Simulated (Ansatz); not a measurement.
Ansatz (a program for electronic structure) input file for C2H5BeBr, SMILES [Br][Be][CH2]C, PBE/def2-SVPD. Geometry: B3LYP-D3(BJ)/def2-SVP. The structure was generated by enumeration; whether it is a known compound was not checked. Other conformers were not sampled.

Ansatz 0.2 input:
```yaml
crystal:
  periodic: [false, false, false]
  atoms:
    - {symbol: Be, position_ang: [0.32850846, -0.53369906, 0.00000000]}
    - {symbol: Br, position_ang: [-0.05705263, 1.39737068, 0.00000000]}
    - {symbol: C, position_ang: [0.66179755, -2.17396814, -0.00000000]}
    - {symbol: C, position_ang: [-0.54786356, -3.13141255, -0.00000000]}
    - {symbol: H, position_ang: [1.30613188, -2.39282687, -0.87539714]}
    - {symbol: H, position_ang: [1.30613188, -2.39282688, 0.87539714]}
    - {symbol: H, position_ang: [-1.18734447, -2.98240610, 0.88584490]}
    - {symbol: H, position_ang: [-1.18734447, -2.98240610, -0.88584490]}
    - {symbol: H, position_ang: [-0.23837066, -4.19042753, 0.00000001]}
basis:
  gaussian:
    orbitals: def2-SVPD
hamiltonian:
  xc: {name: PBE}
```

Output:

```
WARN ansatz: RAYON_NUM_THREADS=1 ignored (pool sized by the plan → 1); use --threads N
Functional definition: PBE
integrals: 0.07 GiB planned
1249 factors; their error is unknown
mean field: 0.42 GiB planned
mean field evaluation 1: about -72570.2746 eV, gradient 6.3e1 eV
mean field evaluation 2: about -72540.5122 eV, gradient 1.1e2 eV
mean field evaluation 4: about -72580.2575 eV, gradient 7.1e0 eV
mean field evaluation 8: about -72580.3779 eV, gradient 1.6e-1 eV
mean field evaluation 16: about -72580.3146 eV, gradient 1.3e-4 eV
mean field -72580.31459300 eV, -2667.2773645885 hartree, gradient 3.2e-5 eV, S^2 0.000000; 0 other end points of the search recorded, 0 dependent functions left out
reference -72580.31465014 eV, -2667.2773666882 hartree; 28, 28 occupied and 105, 105 virtual orbitals, 1249 factors
Total energy: -72580.31465014 eV, -2667.2773666882 hartree
```

The calculation finished and met its thresholds.
